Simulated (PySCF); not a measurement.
H₂S₂, SMILES SS (connectivity only; charge and spin as stated), charge +1, multiplicity 2.

Geometry optimised at PBE0-D3(BJ)/def2-TZVP. The multiplicity is an assumed one; other spin states were not compared.

Computed with PySCF with TDA-LC-ωPBE/def2-TZVPD.

Vertical excitations. The molecule is in vacuum.

Computed excitation energies, oscillator strengths and character:
| state | energy (eV) | λ (nm) | f | main pairs |
|---|---|---|---|---|
| root 1 | 3.63 | 342 | 0.070 | β HOMO→LUMO 92 % |
| root 2 | 3.65 | 339 | 0.000 | β HOMO−1→LUMO 98 % |
| root 3 | 4.62 | 268 | 0.000 | α HOMO→LUMO 96 % |
| root 4 | 5.97 | 208 | 0.000 | α HOMO→LUMO+1 28 %, α HOMO−2→LUMO 6 %, β HOMO−2→LUMO 52 %, β HOMO→LUMO+1 10 % |
| root 5 | 6.32 | 196 | 0.000 | α HOMO→LUMO+1 15 %, β HOMO→LUMO+1 78 % |
| root 6 | 6.40 | 194 | 0.000 | α HOMO→LUMO+1 44 %, β HOMO−2→LUMO 45 % |
| root 7 | 6.45 | 192 | 0.000 | α HOMO−1→LUMO 43 %, β HOMO−1→LUMO+1 49 % |
| root 8 | 6.70 | 185 | 0.005 | β HOMO−3→LUMO 92 % |
| root 9 | 7.18 | 173 | 0.001 | α HOMO→LUMO+2 71 %, β HOMO→LUMO+2 6 %, β HOMO−3→LUMO 5 % |
| root 10 | 7.93 | 156 | 0.000 | α HOMO−1→LUMO+1 31 %, α HOMO−4→LUMO 5 %, β HOMO−1→LUMO+2 42 %, β HOMO−3→LUMO+1 7 % |
Unrestricted roots are not spin-pure.
